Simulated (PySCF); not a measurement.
## Ionisation energy along the 16-electron series

Calculated with PySCF 2.14 and a two-component X2C-1e Hamiltonian (Gaussian nucleus, no Breit or QED terms), each ion in its own even-tempered basis scaled to its charge; GMP2 freezes 1s2 and drops the highest virtual spinors. Values in eV. NIST values: (m) measured, (s) semi-empirical, (t) theoretical.

```
  ion  configuration  GHF (spin-free)  GMP2 (spin-free)  GHF (screened spin-orbit)  GMP2 (screened spin-orbit)          NIST
Te³⁶⁺   [Ne] 3s2 3p4           2481.7            2483.0                     2473.3                      2473.6  2472 ± 5 (t)
Xe³⁸⁺   [Ne] 3s2 3p4           2740.0            2741.2                     2728.2                      2728.4  2726 ± 4 (t)
```

Q: Fill in the row of I³⁷⁺.

A: configuration: [Ne] 3s2 3p4; GHF (spin-free): 2609.2; GMP2 (spin-free): 2610.5; GHF (screened spin-orbit): 2599.2; GMP2 (screened spin-orbit): 2599.4; NIST: 2598 ± 4 (t).
